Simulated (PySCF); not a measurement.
2-(furan-2-yl)-1,3,4-oxadiazole (C₆H₄N₂O₂), SMILES c1coc(-c2nnco2)c1. Atoms are numbered in the order given.

```xyz
14

C     -0.6571    -2.8345     0.0000
C      0.7040    -2.7168     0.0000
O      1.0690    -1.4247     0.0000
C     -0.0593    -0.6877     0.0000
C      0.0746     0.7447     0.0000
N      1.1463     1.4760     0.0000
N      0.7196     2.7804     0.0000
C     -0.5667     2.7462     0.0000
O     -1.0532     1.4897     0.0000
C     -1.1623    -1.5034     0.0000
H     -1.2288    -3.7595     0.0000
H      1.5140    -3.4413     0.0000
H     -1.2713     3.5742     0.0000
H     -2.2001    -1.1794     0.0000
```
Charge 0, spin multiplicity 1.

Geometry: PBE0-D3(BJ)/def2-SVP. Other conformers were not sampled.

Calculation: KT2/pcSseg-1 (PySCF).

GIAO shieldings, no solvent; atoms alike by connectivity are averaged. δ = σ(ref) − σ: ¹³C against TMS (σ = 185.1 ppm); ¹⁷O against H2O (σ = 330.4 ppm); ¹⁵N against NH3 (σ = 266.2 ppm); ¹H against TMS (σ = 31.47 ppm), references at their B3LYP-D3(BJ)/def2-TZVP geometries, non-relativistic.

```
nucleus  atoms  count  δ (ppm)
-------  -----  -----  -------
¹³C         C5      1    152.5
¹³C         C8      1    145.1
¹³C         C2      1    141.6
¹³C         C4      1    138.0
¹³C        C10      1    110.2
¹³C         C1      1    110.2
¹⁷O         O9      1    302.8
¹⁷O         O3      1    288.9
¹⁵N         N7      1    336.9
¹⁵N         N6      1    321.7
¹H         H13      1     8.23
¹H         H12      1     7.82
¹H         H14      1     7.31
¹H         H11      1     6.85
```
